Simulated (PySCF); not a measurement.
TDDFT excited states: C8H13GeN

Species: C8H13GeN.
Bonds: C1–Ge2, Ge2–C3, Ge2–C4, Ge2–C5, C5–C6 (aromatic), C6–C7 (aromatic), C7–N8 (aromatic), N8–C9 (aromatic), C9–C10 (aromatic), C5–C10 (aromatic). Hydrogens: H11, H12, H13 on C1; H14, H15, H16 on C3; H17, H18, H19 on C4; H20 on C6; H21 on C7; H22 on C9; H23 on C10.

Method: TDDFT B3LYP/def2-SVPD, vertical, gas phase, core orbitals frozen in the response in PySCF 2.14.0, density-fitted response routines. Isolated species at its PBE0-D3(BJ)/def2-SVP geometry, gas phase. The B3LYP/def2-SVPD calculation is non-relativistic and has no spin–orbit coupling, an omission that weighs most on germanium. Torsions of this conformer, `[CH3:1][Ge:2]([CH3:3])([CH3:4])[c:5]1[cH:6][cH:7][n:8][cH:9][cH:10]1`: C1–Ge2–C5–C6 -128°.

Question: Predict the UV-vis stick spectrum at this level.

Answer: 

```tsv
state	E (eV)	ν̃ (cm⁻¹)	f	main configurations (H = HOMO, L = LUMO)
S1	4.57	36870	0.0058	H→L (99%)
S2	4.91	39580	0.0000	H→L+1 (100%)
S3	5.41	43630	0.028	H-1→L (72%), H-2→L+1 (23%)
S4	6.04	48710	0.051	H-2→L (72%), H-1→L+1 (25%)
S5	6.33	51040	0.0045	H→L+2 (95%)
S6	6.42	51750	0.0011	H-5→L (87%), H-3→L (10%)
S7	6.44	51920	0.0088	H-3→L (88%), H-5→L (10%)
S8	6.54	52770	0.258	H-1→L+1 (47%), H-4→L (38%), H-2→L (12%)
S9	6.65	53660	0.0007	H-1→L+2 (95%)
S10	6.72	54210	0.122	H-2→L+1 (68%), H-1→L (14%), H-4→L+1 (14%)
```

Triplets (Tamm–Dancoff): T1 3.96 eV, H→L (96%); T2 4.25 eV, H-1→L+1 (60%), H-2→L (28%); T3 4.50 eV, H-1→L (94%); T4 4.79 eV, H→L+1 (99%).

The lowest singlet lies at 4.57 eV (271 nm, ultraviolet) and is weak; its leading configuration is HOMO→LUMO (99%). The strongest level in the table is S8 at 6.54 eV (190 nm, f = 0.258). Löwdin shares by element: HOMO nitrogen 51%, carbon 26% or more (atoms not listed hold the other 22%); LUMO carbon 47% or more, nitrogen 22% (atoms not listed hold the other 31%). Weighted by f, the mean energy of these states is 6.44 eV. Orbital energies (eV): HOMO-3 -8.32, HOMO-2 -7.73, HOMO-1 -7.34, HOMO -6.94, LUMO -1.11, LUMO+1 -0.67, LUMO+2 -0.01. Of the 10 states listed, 4 reach f = 0.01 and 1 stays under 0.0005. All these states lie below the vertical ionisation energy of 8.98 eV (ΔSCF). Singlets were solved by full linear response, triplets in the Tamm–Dancoff approximation.

On one thread of an Arm Neoverse V1, no GPU (shared host), this took 10 min wall.
